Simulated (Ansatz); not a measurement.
Reaction (redistribution): `ClC[SiH2][SnH3]` + `BP(N)[SiH3]` → `B[P]([SiH3])[SnH3]` + `N[SiH2]CCl`

Isolated molecules relaxed with PBE0-D4/def2-TZVP in Ansatz; ΔE leaves out vibrations. CCSD(T)/CBS adds triple-zeta CCSD(T) − MP2 to the extrapolated MP2 energy (def2 sets, frozen cores). DFT in def2-TZVPP. Elements past krypton have def2 core potentials. For Sn outer-core shells are correlated without core-valence functions, which leaves a few kJ/mol of doubt a bond. Each species was taken in one conformer, which may not be the lowest.

`ClC[SiH2][SnH3]`:

```xyz
11

Cl   -2.280    0.220    1.001
C    -1.242    1.291    0.018
Si    0.568    0.793    0.245
Sn    0.843   -1.698   -0.287
H    -1.428    2.315    0.344
H    -1.562    1.193   -1.019
H     1.396    1.633   -0.667
H     0.967    1.084    1.647
H     0.355   -2.680    1.017
H    -0.094   -2.099   -1.658
H     2.476   -2.053   -0.642
```

`BP(N)[SiH3]`:

```xyz
11

B     0.754    1.770    0.067
P    -0.545    0.512    0.304
N    -0.473   -0.212    1.838
Si   -0.277   -1.012   -1.316
H     0.925    2.143   -1.056
H     1.313    2.281    0.989
H     0.337   -0.769    2.067
H    -1.325   -0.650    2.151
H    -0.235   -0.297   -2.616
H    -1.435   -1.945   -1.291
H     0.960   -1.822   -1.137
```

`B[P]([SiH3])[SnH3]`:

Cartesian coordinates in Å:
```
B 0.033 -1.500 1.340
P 0.693 -0.632 -0.155
Si 1.349 1.374 0.576
Sn -1.265 -0.310 -1.648
H -0.812 -2.335 1.215
H 0.537 -1.304 2.406
H 2.062 2.083 -0.518
H 0.208 2.223 1.013
H 2.271 1.147 1.717
H -2.283 0.918 -1.041
H -0.708 0.136 -3.197
H -2.085 -1.801 -1.708
```

`N[SiH2]CCl`:

Cartesian coordinates in Å:
```
N 1.110 -1.195 -0.497
Si 0.071 0.141 -0.746
C -0.731 0.833 0.816
Cl -1.654 -0.476 1.616
H 0.739 -2.063 -0.146
H 2.057 -1.052 -0.188
H -1.040 -0.262 -1.644
H 0.881 1.235 -1.347
H 0.001 1.198 1.538
H -1.433 1.640 0.598
```

Is it downhill or uphill in electronic energy at CCSD(T)/CBS, and by how much? (An estimate is asked.)

The calculation gave: Downhill: ΔE = -26.8 kcal/mol.

What do these levels give: LDA (SPW92), r2SCAN, r2SCAN0, LC-ωPBE, HF/def2-SVP, HF/def2-TZVPP? (Estimate.)

Ansatz gave: LDA (SPW92) -20.5, r2SCAN -24.8, r2SCAN0 -25.6, LC-ωPBE -24.5, HF/def2-SVP -28.4, HF/def2-TZVPP -28.7 kcal/mol.

Largest T1 diagnostic among the species: 0.016.

At CCSD(T), def2-SVP lies +0.9 kcal/mol from the extrapolated value and def2-TZVPP +0.1 kcal/mol. From r2SCAN to r2SCAN0 (25 % exact exchange), in def2-TZVPP and without D4, ΔE moves by −0.9 kcal/mol.
